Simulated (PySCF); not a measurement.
**Dipole moment and polarisability of `O=C[C@@H]1CCC[SiH2]C1`**

C₆H₁₂OSi.
Cartesian coordinates in Å at the PBE0-D3(BJ)/def2-SVP level; atoms count from 1:
```xyz
20
C6H12OSi angstrom
O      2.945   -1.890    0.799
C      2.250   -1.286    0.028
C      0.970   -0.568    0.380
C     -0.200   -1.233   -0.359
C     -1.581   -0.694    0.014
C     -1.810    0.771   -0.372
Si    -0.472    1.867    0.376
C      1.132    0.926    0.046
H      2.528   -1.209   -1.060
H      0.833   -0.699    1.467
H     -0.175   -2.315   -0.148
H     -0.046   -1.128   -1.449
H     -2.345   -1.330   -0.464
H     -1.727   -0.819    1.102
H     -1.771    0.881   -1.471
H     -2.814    1.105   -0.065
H     -0.441    3.232   -0.234
H     -0.679    2.007    1.853
H      1.972    1.360    0.612
H      1.382    1.041   -1.026
```

Level: B3LYP/def2-SVPD (PySCF), static field, nuclei fixed, core orbitals frozen in the response. The polarisability tensor in these axes (au):

```
x   105.78  -9.40   3.02
y    -9.40 104.93  -0.33
z     3.02  -0.33  88.16
```

Task: Diagonalise the tensor; give its mean and Δα, where Δα² is half the sum of the squared differences of the eigenvalues.

Result: Principal values 87.54, 96.35 and 114.98 au; mean 99.62 au = 14.76 Å³ = 16.43 × 10⁻⁴⁰ C²·m²/J; Δα = 24.27 au (24 % of the mean).

Task: What is the dipole moment, and where does it point?

Result: (-2.38, 1.13, -1.71) D, 3.14 D in size, pointing from the negative to the positive side. Measured along this direction, the outermost atoms are O1 at the negative end and H16 and H15 at the positive end.

Task: Form Σ f/ω² (atomic units) for the 10 lowest TDDFT singlets, given as eV and f, and set it beside the mean polarisability, which is this sum over all singlets: 4.21, 0.0009; 6.32, 0.0032; 6.57, 0.0027; 6.83, 0.0413; 6.91, 0.0504; 6.95, 0.0297; 7.22, 0.0053; 7.22, 0.0092; 7.33, 0.0032; 7.51, 0.0022.

Result: They add up to 2.32 au, 2.3 % of the 99.62 au; the largest single term is 0.78 au, from the state at 6.91 eV. Terms in order: 0.04, 0.06, 0.05, 0.65, 0.78, 0.46, 0.08, 0.13, 0.04, 0.03 au. Higher excitations give the rest. The strengths listed sum to 0.148.

Task: Molar refractivity from α?

Result: Lorentz–Lorenz: R = (4π/3)N_A α = 2.5225 cm³/(mol·Å³) × 14.76 Å³ = 37.2 cm³/mol, in the limit of long wavelengths.

Task: Refractivity n − 1 of an ideal gas of it at 350 K and 1 atm, from the electronic α?

Result: N = p/kT = 2.0968 × 10¹⁹ cm⁻³, so n − 1 = 2π × N × 14.76 × 10⁻²⁴ cm³ = 1945 × 10⁻⁶ at long wavelengths.

Isolated species at its PBE0-D3(BJ)/def2-SVP geometry (one conformer only).
